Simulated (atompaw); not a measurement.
# Building the PAW (atompaw) potential for Ge (PBEsol, scalar-relativistic).

| Property | Result |
| --- | --- |
| Element | germanium (Ge) |
| Generator | atompaw 4.2.0.5 |
| Type | PAW |
| Functional | PBEsol |
| Relativity | scalar-relativistic |
| Frozen core | [Ar] 3d10 |
| Valence charge | 4 |
| Reference configuration | 4s1.75 4p2.25 |
| Partial waves | 4s (bound): rc 1.45 bohr; 4s channel at 2.4 Ry: rc 2.05 bohr; 4p (bound): rc 2.05 bohr; 4p channel at 0.55 Ry: rc 2.05 bohr; 4d channel at 0.1 Ry: rc 2.05 bohr |
| Local potential | bessel scheme, radius 1.95 bohr |
| Core correction | smooth core density matched at 1.75 bohr |
| Augmentation charge | sinc compensation charge, radius 2.00 bohr; PAW radius 2.05 bohr; waves and projectors: modrrkj vanderbiltortho |

Poles of the logarithmic derivatives, all-electron (AE) and pseudo (PS). s: poles at 1.7 (AE) and 4.0 (PS) Ry. p: poles at 3.2 (AE) and 3.1 (PS) Ry. d: poles at -2.1 (AE) and 3.3 (PS) Ry. Test radius 2.05 bohr.

* Cutoffs needed: 18 Ry and 35 Ry (the cutoffs (Ry, on a coarse ladder) from which the occupation-weighted sum of valence levels, in a spherical-Bessel basis at the reference potential, stays within 10 and 1 mRy of its value at 400 Ry)
* Ghost test: no extra level below or beside the all-electron valence levels (s, p, d, f tested) (spherical-Bessel basis up to 400 Ry, 20 bohr box)
* Lowest eigenvalue of the overlap operator: 0.00 (p channel)
* Overlap eigenvalues printed by atompaw (projector basis): 0.000723, 0.0054, 3.61, 7.69, 12.4
* Share of each valence orbital outside the PAW sphere: 4s 47 %, 4p 72 %
